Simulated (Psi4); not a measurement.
hydrogen telluride (H$_{2}$Te), singlet, at a GFN2-xTB geometry (all electrons, no relativity); HF/3-21G (Psi4 1.11).

The Psi4 input:
```
memory 2 GB

molecule {
0 1
  Te   -0.00025927    0.04373338    0.00203842
  H    -1.13139252   -1.14269398   -0.07705391
  H     1.14487465   -1.13144164   -0.02894369
}

set basis 3-21g
set scf_type pk
set guess modhuckel

energy('scf')
print_variables()
```

What the program printed (banner, timings and long lists left out):

```
   => Loading Basis Set <=

    Name: 3-21G
    Role: ORBITAL
    Keyword: BASIS

         ---------------------------------------------------------
                                   SCF
               by Justin Turney, Rob Parrish, Andy Simmonett
                          and Daniel G. A. Smith
                              RHF Reference
         ---------------------------------------------------------

  ==> Geometry <==

    Molecular point group: c2v
    Full point group: C2v

    Geometry (in Angstrom), charge = 0, multiplicity = 1:

       Center              X                  Y                   Z               Mass
    ------------   -----------------  -----------------  -----------------  -----------------
         TE           0.000000000000     0.000000000000     0.018061506279   129.906222748000
         H           -1.138401668749    -0.000000000000    -1.164042359961     1.007825032230
         H            1.138401668749     0.000000000000    -1.164042359961     1.007825032230

  Running in c2v symmetry.

  Rotational constants: A =      6.45343  B =      6.07795  C =      3.13003 [cm^-1]
  Rotational constants: A = 193468.83441  B = 182212.27900  C =  93835.95814 [MHz]
  Nuclear repulsion =   33.766768315248420

  Charge       = 0
  Multiplicity = 1
  Electrons    = 54
  Nalpha       = 27
  Nbeta        = 27

  ==> Algorithm <==

  SCF Algorithm Type is PK.
  DIIS enabled.
  MOM disabled.
  Fractional occupation disabled.
  Guess Type is MODHUCKEL.
  Energy threshold   = 1.00e-06
  Density threshold  = 1.00e-06
  Integral threshold = 1.00e-12

  ==> Primary Basis <==

  Basis Set: 3-21G
    Blend: 3-21G
    Number of shells: 17
    Number of basis functions: 37
    Number of Cartesian functions: 37
    Spherical Harmonics?: false
    Max angular momentum: 2

  ==> Integral Setup <==

  Using in-core PK algorithm.
   Calculation information:
      Number of atoms:                   3
      Number of AO shells:              17
      Number of primitives:             39
      Number of atomic orbitals:        37
      Number of basis functions:        37

      Integral cutoff                 1.00e-12
      Number of threads:                 1

  Performing in-core PK
  Using 494912 doubles for integral storage.
  We computed 11781 shell quartets total.
  Whereas there are 11781 unique shell quartets.

  ==> DiskJK: Disk-Based J/K Matrices <==

    J tasked:                  Yes
    K tasked:                  Yes
    wK tasked:                  No
    Schwarz Cutoff:          1E-12

  Minimum eigenvalue in the overlap matrix is 1.2831455245E-03.
  Reciprocal condition number of the overlap matrix is 3.0810416220E-04.
    Using symmetric orthogonalization.

  ==> Pre-Iterations <==

  SCF Guess: Huckel guess via on-the-fly atomic UHF (doi:10.1021/acs.jctc.8b01089) with the updated GWH rule from doi:10.1021/ja00480a005.

   -------------------------------------------------------
    Irrep   Nso     Nmo     Nalpha   Nbeta   Ndocc  Nsocc
   -------------------------------------------------------
     A1        19      19      13      13      13       0
     A2         2       2       2       2       2       0
     B1         9       9       6       6       6       0
     B2         7       7       6       6       6       0
   -------------------------------------------------------
    Total      37      37      27      27      27       0
   -------------------------------------------------------

  ==> Iterations <==

                        Total Energy        Delta E     RMS |[F,P]|

   @RHF iter   1: -6583.07255021706897   -6.58307e+03   9.33430e-01 ADIIS
   @RHF iter   2: -6584.31528828662067   -1.24274e+00   7.12418e-03 ADIIS/DIIS
   @RHF iter   3: -6584.31879139853754   -3.50311e-03   5.27082e-04 ADIIS/DIIS
   @RHF iter   4: -6584.31890728150211   -1.15883e-04   1.12064e-04 ADIIS/DIIS
   @RHF iter   5: -6584.31891344071664   -6.15921e-06   1.97849e-05 DIIS
   @RHF iter   6: -6584.31891371724669   -2.76530e-07   1.94487e-06 DIIS
   @RHF iter   7: -6584.31891371984057   -2.59388e-09   2.43112e-07 DIIS
  Energy and wave function converged.

  ==> Post-Iterations <==

    Orbital Energies [Eh]
    ---------------------

    Doubly Occupied:

       1A1  -1124.361755     2A1  -171.926033     1B1  -160.478305
       3A1  -160.478014     1B2  -160.477485     4A1   -35.661398
       2B1   -30.732353     5A1   -30.730955     2B2   -30.728325
       3B1   -22.402580     6A1   -22.402480     1A2   -22.399831
       3B2   -22.398487     7A1   -22.398064     8A1    -6.666155
       4B1    -4.890702     9A1    -4.886399     4B2    -4.876877
       5B1    -2.078436    10A1    -2.075543     2A2    -2.065198
       5B2    -2.060601    11A1    -2.059295    12A1    -0.814816
       6B1    -0.513485    13A1    -0.436108     6B2    -0.324711

    Virtual:

       7B1     0.100516    14A1     0.187216    15A1     0.420205
       8B1     0.454426    16A1     0.471268     7B2     0.485918
      17A1     1.215805     9B1     1.246344    18A1     3.921946
      19A1   224.026191

    Final Occupation by Irrep:
             A1    A2    B1    B2
    DOCC [    13,    2,    6,    6 ]
    NA   [    13,    2,    6,    6 ]
    NB   [    13,    2,    6,    6 ]

  @RHF Final Energy: -6584.31891371984057

   => Energetics <=

    Nuclear Repulsion Energy =             33.7667683152484202
    One-Electron Energy =               -9133.5225972338212159
    Two-Electron Energy =                2515.4369151987311852
    Total Energy =                      -6584.3189137198414755

Computation Completed

Properties will be evaluated at   0.000000,   0.000000,   0.000000 [a0]

Properties computed using the SCF density matrix

 Multipole Moments:

 ------------------------------------------------------------------------------------
     Multipole            Electronic (a.u.)      Nuclear  (a.u.)        Total (a.u.)
 ------------------------------------------------------------------------------------

 L = 1.  Multiply by 2.5417464519 to convert [e a0] to [Debye]
 Dipole X            :          0.0000000            0.0000000            0.0000000
 Dipole Y            :          0.0000000            0.0000000            0.0000000
 Dipole Z            :          2.3667140           -2.6246149           -0.2579009
 Magnitude           :                                                    0.2579009

 ------------------------------------------------------------------------------------

  Variable Map:
  ----------------------------------------------------------------------------
  "CURRENT ENERGY"           =>   -6584.318913719841
  "CURRENT REFERENCE ENERGY" =>   -6584.318913719841
  "DD SOLVATION ENERGY"      =>       0.000000000000
  "HF KINETIC ENERGY"        =>    6565.416534641073
  "HF POTENTIAL ENERGY"      =>  -13149.735448360914
  "HF TOTAL ENERGY"          =>   -6584.318913719841
  "HF VIRIAL RATIO"          =>       2.002879082992
  "NUCLEAR REPULSION ENERGY" =>      33.766768315248
  "ONE-ELECTRON ENERGY"      =>   -9133.522597233821
  "PCM POLARIZATION ENERGY"  =>       0.000000000000
  "PE ENERGY"                =>       0.000000000000
  "SCF ITERATION ENERGY"     =>   -6584.318913719841
  "SCF ITERATIONS"           =>       7.000000000000
  "SCF TOTAL ENERGY"         =>   -6584.318913719841
  "TWO-ELECTRON ENERGY"      =>    2515.436915198731

  Array Variable Map:
  ----------------------------------------------------------------------------
  "CURRENT DIPOLE"           =>       0.000000000000 ... -0.257900879205 1 by 3
  "SCF DIPOLE"               =>       0.000000000000 ... -0.257900879205 1 by 3
  "SCF TOTAL ENERGIES"       =>   -6583.072550217069 ... -6584.318913719841 1 by 7
```
